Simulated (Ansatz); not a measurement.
Z-matrix (Å, degrees):
```
Si
O 1 1.664
Ge 1 2.547 2 45.1
N 1 1.727 2 91.4 3 0.1
H 1 1.488 2 112.8 3 118.7
H 1 1.488 2 112.8 3 -118.5
H 3 1.538 1 123.7 2 -85.8
H 3 1.538 1 123.8 2 85.6
H 4 1.003 1 136.3 2 -179.3
```

Charge 0, multiplicity 1.

(1) List the CAM-B3LYP/def2-TZVPP orbital energies in eV (Ansatz 0.2.0). (Estimate.)

## Answers

(1) Computed: Occupied: -10852.90, -1801.44, -1357.06, -1208.04, -1208.00, -1208.00, -521.90, -390.87, -171.96, -145.86, -122.32, -122.22, -122.20, -101.24, -101.19, -101.16, -35.99, -35.85, -35.80, -35.79, -35.77, -28.57, -24.52, -17.41, -16.54, -14.09, -12.96, -12.62, -11.21, -11.07, -10.90, -9.83, -8.77. Lowest empty: 0.34, 1.74, 1.99, 2.29, 2.85, 3.06, 3.56, 4.08.
